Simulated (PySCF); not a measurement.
[Al(H2O)6]3+ (charge +3).
Cartesian coordinates in Å at the PBE0-D3(BJ)/def2-SVP level; atoms count from 1:
```xyz
19
AlH12O6 angstrom
Al     0.002   -0.009   -0.003
O     -0.014   -0.010    1.931
H     -0.637    0.499    2.487
H      0.644   -0.379    2.551
O      0.007   -0.037   -1.934
H     -0.267   -0.730   -2.565
H      0.271    0.728   -2.482
O      1.928    0.044    0.022
H      2.529    0.521    0.626
H      2.499   -0.470   -0.582
O     -1.924    0.027    0.038
H     -2.489   -0.528    0.610
H     -2.517    0.408   -0.639
O     -0.023    1.924   -0.080
H      0.742    2.520   -0.194
H     -0.791    2.503    0.090
O      0.021   -1.942    0.017
H     -0.266   -2.573   -0.671
H      0.283   -2.496    0.778
```

Computed at PBE0/pcSseg-1 (pcSseg-2 on Al) (PySCF, non-relativistic), with Q(27Al) = 0.1466 b, Q(17O) = −0.0256 b: Al1, 27Al (I = 5/2): χzz = -0.760 MHz, η = 0.316; O2, 17O (I = 5/2): χzz = 11.22 MHz, η = 0.391; O11, 17O (I = 5/2): χzz = 11.01 MHz, η = 0.401.

Q: Find the zero-field quadrupole resonance frequencies of 27Al at Al1.

A: From the eigenvalues of H = χ/[4I(2I − 1)] × [3Iz² − I(I + 1) + η(Ix² − Iy²)], steps between neighbouring levels, labelled as for η = 0: ±1/2↔±3/2 0.126 MHz, ±3/2↔±5/2 0.224 MHz (aluminium bonded to 6 O).

Q: Find the zero-field quadrupole resonance frequencies of 17O at O2.

A: From the eigenvalues of H = χ/[4I(2I − 1)] × [3Iz² − I(I + 1) + η(Ix² − Iy²)], steps between neighbouring levels, labelled as for η = 0: ±1/2↔±3/2 1.942 MHz, ±3/2↔±5/2 3.272 MHz (oxygen bonded to Al and 2 H).

Q: Find the zero-field quadrupole resonance frequencies of 17O at O11.

A: From the eigenvalues of H = χ/[4I(2I − 1)] × [3Iz² − I(I + 1) + η(Ix² − Iy²)], steps between neighbouring levels, labelled as for η = 0: ±1/2↔±3/2 1.920 MHz, ±3/2↔±5/2 3.208 MHz (oxygen bonded to Al and 2 H).

In a crystal, neighbours and librations shift these lines. No counter-ion or solvent screens the charge of this multiply charged ion. With a basis this small, the couplings can be 20 % off.

These values come from a run that also computed NMR shieldings. Cost: about 30 s of CPU time on one thread; the machine was shared, so the figure is rough.
